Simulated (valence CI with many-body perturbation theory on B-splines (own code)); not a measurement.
Values are calculated unless marked as measured or tabulated.
## Basis-set convergence for Bi LXII

Level of theory: configuration interaction combined with many-body perturbation theory (CI+MBPT): four valence electrons over a frozen Dirac-Fock core [Ar], a basis of 7 s, 7 p, 8 d, 6 f, 4 g, 1 h functions for each j, with the one-electron correlation potential Σ1 (screened to all orders), the two-electron term Σ2, the three-electron term Σ3, Breit, model QED; selected single and double excitations, second order for the rest, scaled by the run's own slope (own B-spline code, finite nucleus).

No measured spectrum was set against this ion. As an estimate, large intervals hold to a few tenths of a per cent, small ones and those within an open d or f shell to about a per cent. The list stops below the first excitations out of the core. Only levels of the ground parity were solved; by the run's estimate the other parity begins above the list, which can be wrong where configurations are misplaced.

The reference run has the lowest level (3d3/2^4) J=0 and an ionisation energy of 6648.17 eV. Its largest variational space holds 16806 state functions.

Levels are named by their leading jj configuration (3d3/2^4 stands for four electrons in 3d with j = 3/2), which in mixed levels can hold well under half, so a name can repeat and another be missing. Letters in brackets count levels of one name in rising energy.

Changed runs:
A. basis 6 s, 6 p, 5 d, 5 f, 1 g
B. basis 5 s, 5 p, 4 d, 4 f

Excitation energies of the reference run in cm⁻¹, and shifts in cm⁻¹:

```tsv
Level	Reference	A	B
(3d3/2^3 3d5/2) J=1	929947	-246	-417
(3d3/2^3 3d5/2) J=4	1036000	+28	+320
(3d3/2^3 3d5/2) J=2	1076780	-34	+421
(3d3/2^3 3d5/2) J=3	1105630	-0.4	+505
(3d3/2^2 3d5/2^2) J=2 [a]	1937500	-291	-280
(3d3/2^2 3d5/2^2) J=0	1940400	-299	-557
(3d3/2^2 3d5/2^2) J=4 [a]	1963500	-212	-145
(3d3/2^2 3d5/2^2) J=3 [a]	1984890	-258	-124
(3d3/2^2 3d5/2^2) J=5	2011520	-86	+266
(3d3/2^2 3d5/2^2) J=6	2035080	+31	+569
(3d3/2^2 3d5/2^2) J=1	2071870	-110	+391
(3d3/2^2 3d5/2^2) J=3 [b]	2090510	-19	+651
Ionisation energy (eV)	6648.17	-0.08	-0.13
```
